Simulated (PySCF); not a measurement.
Isomers of C5H12O2Si.

All values: PBE0/pcSseg-1 (PySCF) at GFN2-xTB geometries, gas phase, one conformer each.

Problem. Rank by HOMO–LUMO gap, highest first.
A. `[CH3:1][C@@:2]1([O:3][SiH3:4])[CH2:5][CH2:6][O:7][CH2:8]1` with C1–C2–O3–Si4 -57°, C1–C2–C5–C6 117°, C2–C5–C6–O7 -22°, C5–C6–O7–C8 39°, C6–O7–C8–C2 -40°
B. `[CH3:1][CH:2]([CH3:3])[O:4][Si@H:5]([CH3:6])[CH:7]=[O:8]` with C1–C2–O4–Si5 -168°, C2–O4–Si5–C6 -70°, O4–Si5–C7–O8 178°
C. `[CH3:1][O:2][CH2:3][CH2:4][C@H:5]([SiH3:6])[CH:7]=[O:8]` with C1–O2–C3–C4 -177°, O2–C3–C4–C5 63°, C3–C4–C5–Si6 -170°, C4–C5–C7–O8 22°
D. `[CH3:1]/[CH:2]=[CH:3]\[SiH:4]([O:5][CH3:6])[O:7][CH3:8]` with C2–C3–Si4–O5 -54°, C3–Si4–O5–C6 -48°, C3–Si4–O7–C8 179°
E. `[CH2:1]=[CH:2][C@@:3]([CH3:4])([CH2:5][OH:6])[O:7][SiH3:8]` with C1–C2–C3–C4 96°, C2–C3–C5–O6 -179°, C3–C5–O6–H -49°, C2–C3–O7–Si8 -69°
F. `[CH3:1][CH2:2][C@H:3]([SiH3:4])[CH2:5][O:6][CH:7]=[O:8]` with C1–C2–C3–Si4 -168°, C2–C3–C5–O6 83°, C3–C5–O6–C7 -110°, C5–O6–C7–O8 -3°

Solution. F (8.34 eV), A (7.81 eV), E (7.57 eV), D (7.34 eV), C (6.59 eV), B (5.44 eV).

Problem. Rank by the highest Hirshfeld charge on any atom, highest value first.
A. `[CH3:1][O:2][CH2:3][CH2:4][C@H:5]([SiH3:6])[CH:7]=[O:8]` with C1–O2–C3–C4 -177°, O2–C3–C4–C5 63°, C3–C4–C5–Si6 -170°, C4–C5–C7–O8 22°
B. `[CH3:1][CH:2]([CH3:3])[C:4](=[O:5])[CH2:6][SiH2:7][OH:8]` with C1–C2–C4–O5 97°, C2–C4–C6–Si7 -108°, C4–C6–Si7–O8 -45°, C6–Si7–O8–H 14°
C. `[CH3:1]/[CH:2]=[CH:3]/[SiH:4]([O:5][CH3:6])[O:7][CH3:8]` with C2–C3–Si4–O5 125°, C3–Si4–O5–C6 62°, C3–Si4–O7–C8 175°
D. `[OH:1][SiH2:2][C@H:3]1[CH2:4][CH2:5][CH2:6][O:7][CH2:8]1` with H–O1–Si2–C3 -9°, O1–Si2–C3–C4 -86°, Si2–C3–C4–C5 66°, C3–C4–C5–C6 54°, C4–C5–C6–O7 -55°, C5–C6–O7–C8 60°
E. `[CH3:1][CH2:2][C@H:3]([SiH3:4])[CH2:5][O:6][CH:7]=[O:8]` with C1–C2–C3–Si4 -168°, C2–C3–C5–O6 83°, C3–C5–O6–C7 -110°, C5–O6–C7–O8 -3°
F. `[CH3:1][CH2:2][O:3][CH2:4][SiH:5]1[CH2:6][O:7][CH2:8]1` with C1–C2–O3–C4 72°, C2–O3–C4–Si5 173°, O3–C4–Si5–C6 175°

Solution. C (+0.444 e), B (+0.416 e), D (+0.389 e), F (+0.376 e), A (+0.331 e), E (+0.294 e).

Problem. Rank by HOMO energy, highest first.
A. `[CH3:1][CH:2]([CH3:3])[O:4][Si@H:5]([CH3:6])[CH:7]=[O:8]` with C1–C2–O4–Si5 -168°, C2–O4–Si5–C6 -70°, O4–Si5–C7–O8 178°
B. `[CH3:1][CH2:2][C@H:3]([SiH3:4])[CH2:5][O:6][CH:7]=[O:8]` with C1–C2–C3–Si4 -168°, C2–C3–C5–O6 83°, C3–C5–O6–C7 -110°, C5–O6–C7–O8 -3°
C. `[CH3:1][CH2:2][O:3][CH2:4][SiH:5]1[CH2:6][O:7][CH2:8]1` with C1–C2–O3–C4 72°, C2–O3–C4–Si5 173°, O3–C4–Si5–C6 175°
D. `[CH3:1]/[CH:2]=[CH:3]\[SiH:4]([O:5][CH3:6])[O:7][CH3:8]` with C2–C3–Si4–O5 -54°, C3–Si4–O5–C6 -48°, C3–Si4–O7–C8 179°
E. `[CH3:1][O:2][CH2:3][CH2:4][C@H:5]([SiH3:6])[CH:7]=[O:8]` with C1–O2–C3–C4 -177°, O2–C3–C4–C5 63°, C3–C4–C5–Si6 -170°, C4–C5–C7–O8 22°

Solution. A (-6.65 eV), C (-6.93 eV), E (-7.29 eV), D (-7.51 eV), B (-8.19 eV).

All values together:

```csv
SMILES,μ (D),HOMO (eV),LUMO (eV),lowest IAO charge (e),highest IAO charge (e),lowest Hirshfeld charge (e),highest Hirshfeld charge (e)
CC(C)C(=O)C[SiH2]O,3.32,-7.43,-0.80,-0.803 (O),+1.047 (Si),-0.315 (O),+0.416 (Si)
C[C@@]1(O[SiH3])CCOC1,0.90,-7.35,0.46,-0.643 (O),+0.860 (Si),-0.215 (O),+0.375 (Si)
CC(C)O[Si@H](C)C=O,3.77,-6.65,-1.21,-0.740 (C),+1.094 (Si),-0.220 (O),+0.419 (Si)
C[Si]1(C)C[C@H](O)CO1,1.73,-7.46,0.99,-0.738 (C),+1.242 (Si),-0.245 (O),+0.453 (Si)
CC[C@H]([SiH3])COC=O,1.55,-8.19,0.15,-0.453 (O),+0.591 (Si),-0.251 (O),+0.294 (Si)
CCOC[SiH]1COC1,3.27,-6.93,0.41,-0.441 (C),+0.877 (Si),-0.173 (O),+0.376 (Si)
C=C[C@@](C)(CO)O[SiH3],1.49,-7.56,0.01,-0.646 (O),+0.845 (Si),-0.220 (O),+0.369 (Si)
CO[C@H]1C[Si@@H](OC)C1,1.49,-7.05,0.85,-0.622 (O),+1.122 (Si),-0.222 (O),+0.422 (Si)
COCC[C@H]([SiH3])C=O,1.96,-7.29,-0.70,-0.420 (C),+0.611 (Si),-0.228 (O),+0.331 (Si)
C/C=C\[SiH](OC)OC,1.10,-7.51,-0.17,-0.641 (O),+1.281 (Si),-0.228 (O),+0.440 (Si)
C/C=C/[SiH](OC)OC,0.75,-7.38,0.05,-0.648 (O),+1.329 (Si),-0.232 (O),+0.444 (Si)
O[SiH2][C@H]1CCCOC1,2.96,-7.56,0.96,-0.811 (O),+1.003 (Si),-0.321 (O),+0.389 (Si)
```

Conformers: `[CH3:1][CH:2]([CH3:3])[C:4](=[O:5])[CH2:6][SiH2:7][OH:8]` with C1–C2–C4–O5 97°, C2–C4–C6–Si7 -108°, C4–C6–Si7–O8 -45°, C6–Si7–O8–H 14°; `[CH3:1][C@@:2]1([O:3][SiH3:4])[CH2:5][CH2:6][O:7][CH2:8]1` with C1–C2–O3–Si4 -57°, C1–C2–C5–C6 117°, C2–C5–C6–O7 -22°, C5–C6–O7–C8 39°, C6–O7–C8–C2 -40°; `[CH3:1][CH:2]([CH3:3])[O:4][Si@H:5]([CH3:6])[CH:7]=[O:8]` with C1–C2–O4–Si5 -168°, C2–O4–Si5–C6 -70°, O4–Si5–C7–O8 178°; `[CH3:1][Si:2]1([CH3:3])[CH2:4][C@H:5]([OH:6])[CH2:7][O:8]1` with C4–C5–O6–H -65°, C1–Si2–C4–C5 -98°, Si2–C4–C5–O6 88°, C4–C5–C7–O8 41°, C5–C7–O8–Si2 -30°; `[CH3:1][CH2:2][C@H:3]([SiH3:4])[CH2:5][O:6][CH:7]=[O:8]` with C1–C2–C3–Si4 -168°, C2–C3–C5–O6 83°, C3–C5–O6–C7 -110°, C5–O6–C7–O8 -3°; `[CH3:1][CH2:2][O:3][CH2:4][SiH:5]1[CH2:6][O:7][CH2:8]1` with C1–C2–O3–C4 72°, C2–O3–C4–Si5 173°, O3–C4–Si5–C6 175°; `[CH2:1]=[CH:2][C@@:3]([CH3:4])([CH2:5][OH:6])[O:7][SiH3:8]` with C1–C2–C3–C4 96°, C2–C3–C5–O6 -179°, C3–C5–O6–H -49°, C2–C3–O7–Si8 -69°; `[CH3:1][O:2][C@H:3]1[CH2:4][Si@@H:5]([O:6][CH3:7])[CH2:8]1` with C1–O2–C3–C4 71°, C4–Si5–O6–C7 -177°, O2–C3–C4–Si5 137°, C3–C4–Si5–O6 -134°, C4–Si5–C8–C3 14°, O2–C3–C8–Si5 -140°; `[CH3:1][O:2][CH2:3][CH2:4][C@H:5]([SiH3:6])[CH:7]=[O:8]` with C1–O2–C3–C4 -177°, O2–C3–C4–C5 63°, C3–C4–C5–Si6 -170°, C4–C5–C7–O8 22°; `[CH3:1]/[CH:2]=[CH:3]\[SiH:4]([O:5][CH3:6])[O:7][CH3:8]` with C2–C3–Si4–O5 -54°, C3–Si4–O5–C6 -48°, C3–Si4–O7–C8 179°; `[CH3:1]/[CH:2]=[CH:3]/[SiH:4]([O:5][CH3:6])[O:7][CH3:8]` with C2–C3–Si4–O5 125°, C3–Si4–O5–C6 62°, C3–Si4–O7–C8 175°; `[OH:1][SiH2:2][C@H:3]1[CH2:4][CH2:5][CH2:6][O:7][CH2:8]1` with H–O1–Si2–C3 -9°, O1–Si2–C3–C4 -86°, Si2–C3–C4–C5 66°, C3–C4–C5–C6 54°, C4–C5–C6–O7 -55°, C5–C6–O7–C8 60°.
